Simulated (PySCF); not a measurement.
Gas-phase reaction: 2 GeH₂Cl₂ = GeHCl₃ + GeH₂ + HCl

Method: PySCF energies (xtb for GFN2) plus ideal-gas RRHO corrections (1 bar). † marks an energy on the PBE0/def2-TZVP geometry and frequencies; other levels use their own. MP2 freezes the core. 6-31G* has spherical d functions here. All species are closed-shell singlets. B3LYP is the form with VWN-RPA correlation. Ge: all electrons, no relativistic terms. GeH₂: computed as isolated molecules; such fragments, hydroxides, amides, oligomers or adducts are transient or little studied in the gas. MP2 isn't extrapolated to the basis-set limit; its ΔH°(298 K) is 238.2 kJ in def2-SVP and 248.6 kJ in def2-TZVPP. The harmonic model lacks anharmonicity and excited electronic states, which grow with temperature; levels with a mode under 35 cm⁻¹ are left out.

| level | ΔE electronic, kJ | ΔH°(298 K), kJ | ΔS°(298 K), J/K | ΔG°(1400 K), kJ |
|---|---|---|---|---|
| B3LYP/6-31G* | 230 | 218 | 135 | 31 |
| GFN2-xTB | 199 | 187 | 136 | -1 |
| MP2/def2-TZVPP† | 260 | 249 | 135 | 60 |
| PBE0/def2-SVP† | 251 | 239 | 135 | 51 |
| LDA/def2-TZVP† | 269 | 257 | 135 | 69 |
ΔH° is lowest at GFN2-xTB and highest at LDA/def2-TZVP†. No reference value is set beside these.
